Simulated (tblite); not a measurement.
Species: C5H6O3S.
Cartesian coordinates in Å at the GFN2-xTB level; atoms count from 1:
```xyz
15
C5H6O3S angstrom
O      3.0177    0.5788    0.5858
C      2.3270   -0.3488    0.2632
C      0.8614   -0.2730    0.0930
C      0.0934   -1.2855   -0.2846
S     -1.6257   -0.7520   -0.3313
O     -2.2314   -1.0562   -1.5951
O     -2.2838   -1.2173    0.8557
C     -1.2127    1.0246   -0.2055
C      0.1827    1.0414    0.3855
H      2.7492   -1.3490    0.0580
H      0.3796   -2.2948   -0.5048
H     -1.2447    1.4093   -1.2200
H     -1.9571    1.5140    0.4118
H      0.7941    1.8572   -0.0057
H      0.1459    1.1595    1.4720
```

Calculated harmonic vibrations of the isolated species, GFN2-xTB (tblite), most abundant isotopes, no scaling. The method is semi-empirical: single wavenumbers can be off by several per cent or more. One conformer, not necessarily the lowest.

Harmonic wavenumbers (cm⁻¹): 56.7, 80.9, 130.2, 182.3, 258.8, 319.7, 338.6, 384.0, 433.5, 470.6, 525.8, 650.0, 686.6, 751.0, 761.0, 788.8, 871.9, 916.1, 940.4, 1020.2, 1064.2, 1085.0, 1120.8, 1151.0, 1193.2, 1217.4, 1263.6, 1299.3, 1353.5, 1420.7, 1450.1, 1661.1, 1754.2, 2798.8, 2963.2, 2990.1, 3039.7, 3059.3, 3154.8.

A = 3556, B = 877.1, C = 822.6 MHz; mass 146.004 u (most abundant isotopes); point group C1, symmetry number 1.

Q: What is the zero-point energy?

A: ½Σν̃ = 22804 cm⁻¹ = 65.20 kcal/mol.

Q: Entropy at 298.15 K, 1 bar (ideal gas, RRHO, classical rotation)?

A: Translation 40.87, rotation 29.22, vibration 23.43: S = 93.5 cal/(mol K).

Q: And Cp and H(298.15 K) − H(0)?

A: Cp = 34.00 cal/(mol K), of which vibrations give 26.05 (their classical limit is 39 R = 77.5); H(298.15 K) − H(0) = 6.17 kcal/mol without the zero-point energy, 3.80 from vibrations.

Q: What must be added to the electronic energy to get the Gibbs energy at 298.15 K and 1 bar?

A: ZPE + [H(298.15 K) − H(0)] − T·S = 65.20 + 6.17 − 27.88 = 43.49 kcal/mol.

Q: Which modes carry the vibrational entropy at 298.15 K?

A: 56.7 cm⁻¹: 4.57; 80.9 cm⁻¹: 3.87; 130.2 cm⁻¹: 2.94; 182.3 cm⁻¹: 2.30; 258.8 cm⁻¹: 1.67; 319.7 cm⁻¹: 1.31 cal/(mol K); the other 33 give 6.77 together.

Hindered rotation and anharmonicity are outside this model. Other conformers, if any are populated, would add a mixing term that is left out. The structure is chiral; the term R ln 2 for an equal mix with its mirror image is left out.
